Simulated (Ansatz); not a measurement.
Consider the formal exchange of groups at the Si–C bond: `C[SiH2]C(C)=S` + `O[SiH2]O` → `C[SiH2][SiH](O)O` + `CC=S`.

Gas-phase electronic energies from Ansatz, PBE0-D4/def2-TZVP geometries. CBS: MP2 limit from def2 TZ/QZ plus the TZ coupled-cluster correction, frozen cores. DFT in def2-TZVPP. B3LYP here is the variant with VWN-RPA as its local correlation; programs differ in this. Each species was taken in one conformer, which may not be the lowest.

CCSD(T)/CBS gives +18.7 kJ/mol.

**Question.** Another level gave +14.4 kJ/mol. Which?
A. PBE/def2-TZVPP
B. MP2/def2-TZVPP
C. B3LYP/def2-TZVPP
D. B3LYP-D4/def2-TZVPP

**Answer.** D. B3LYP-D4 14.4, MP2/def2-TZVPP 26.9, PBE 3.2, B3LYP 10.1 kJ/mol.

Largest T1 diagnostic among the species: 0.016.

The D4 term adds +4.3 kJ/mol with B3LYP and +2.1 kJ/mol with PBE0; it sums over pairs of atoms, weighted by their polarisabilities, and B3LYP, whose exchange is more repulsive, gets the larger term.
